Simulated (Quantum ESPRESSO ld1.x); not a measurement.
The numbers below are computed, except where a source is named.
Q: The mean radii <r> (bohr) of the occupied orbitals of an atom or ion are listed with their occupations. Code: ld1.x of Quantum ESPRESSO 7.5. Model: scalar-relativistic Kohn-Sham, LDA (Slater exchange, VWN5 correlation), spin-unpolarised, spherical densities, point nucleus.

orbital  occ.      <r>
1s          2  0.02233
2s          2  0.09516
2p          6  0.08390
3s          2   0.2488
3p          6   0.2469
3d         10   0.2244
4s          2   0.5339
4p          5   0.5535
4d          6   0.5696
5s          1   0.9840

Name the element and its charge.

A: Z = 63, europium, charge +21: Eu21+ in [Ar] 3d10 4s2 4p5 4d6 5s1. The 1s radius gives Z: for a bare nucleus <r> = (2 gamma + 1)/(2Z) with gamma = sqrt(1 - (Z/c)^2), 0.02203 bohr for Z = 63, and screening makes it slightly larger (0.02233 here). The occupations add up to 42, and the charge is Z minus that.
